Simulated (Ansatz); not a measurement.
`O=C[SiH2][CH2][InH2]` + H₂ → `C[SiH2]C=O` + `[InH3]`  (hydrogenolysis of a C–In bond)

Gas-phase electronic energies from Ansatz, PBE0-D4/def2-TZVP geometries. CBS: MP2 limit from def2 TZ/QZ plus the TZ coupled-cluster correction, frozen cores. This one scheme is used for every species. Functionals use def2-TZVPP. B3LYP here is the variant with VWN-RPA as its local correlation; programs differ in this. Elements past krypton have def2 core potentials. For In outer-core shells are correlated without core-valence functions, which leaves a few kJ/mol of doubt a bond. Each species was taken in one conformer, which may not be the lowest.

`O=C[SiH2][CH2][InH2]`:

Z-matrix (Å, degrees):
```
Si
C 1 1.929
C 1 1.846 2 112.2
H 1 1.493 2 106.1 3 123.3
H 1 1.493 2 106.2 3 -123.3
O 2 1.205 1 122.5 3 -0.1
H 2 1.119 1 118.4 3 179.9
In 3 2.162 1 113.8 2 179.8
H 3 1.094 1 108.7 2 -59.0
H 3 1.094 1 108.7 2 58.8
H 8 1.724 3 118.7 1 -89.4
H 8 1.724 3 118.8 1 90.5
```

H₂:

```xyz
2

H    -0.092   -0.317    0.173
H     0.092    0.317   -0.173
```

`C[SiH2]C=O`:

```xyz
10

C    -1.018    0.184    1.008
Si    0.230   -0.697   -0.053
C     1.061    0.560   -1.251
O     0.764    1.730   -1.259
H    -1.781    0.653    0.385
H    -0.532    0.970    1.590
H    -1.508   -0.507    1.698
H    -0.381   -1.762   -0.898
H     1.323   -1.325    0.742
H     1.842    0.194   -1.961
```

`[InH3]`:

```xyz
4

In    0.000    0.000    0.000
H     1.593   -0.048   -0.658
H    -0.274    0.720    1.543
H    -1.319   -0.671   -0.884
```

```csv
level,ΔE (kJ/mol),difference from CCSD(T)/CBS
PBE-D4,-24.4,-6.9
PBE0-D4,-29.6,-12.1
B3LYP-D4,-30.8,-13.3
ωB97X-V,-32.8,-15.3
ωB97M-V,-30.8,-13.3
B2PLYP,-31.2,-13.7
r2SCAN,-28.4,-10.9
PBE0,-35.1,-17.6
B3LYP,-40.5,-23.0
HF/def2-TZVPP,-57.6,-40.1
MP2/def2-TZVPP,-12.6,4.9
SCS-MP2/def2-TZVPP,-21.2,-3.7
MP2/def2-QZVPP,-9.2,8.3
SCS-MP2/def2-QZVPP,-18.3,-0.8
HF/CBS(def2),-57.1,-39.6
MP2/CBS(def2),-7.0,10.5
CCSD(T)/CBS,-17.5,0
```

Largest T1 diagnostic among the species: 0.015.

The D4 term adds +9.7 kJ/mol with B3LYP and +5.4 kJ/mol with PBE0; it sums over pairs of atoms, weighted by their polarisabilities, and B3LYP, whose exchange is more repulsive, gets the larger term. In def2-TZVPP, CCSD(T) changes the Hartree–Fock value by +34.5 kJ/mol (the triples alone add +6.5 kJ/mol) and MP2 by +45.1 kJ/mol. From PBE to PBE0 (25 % exact exchange), in def2-TZVPP and without D4, ΔE moves by −4.7 kJ/mol.
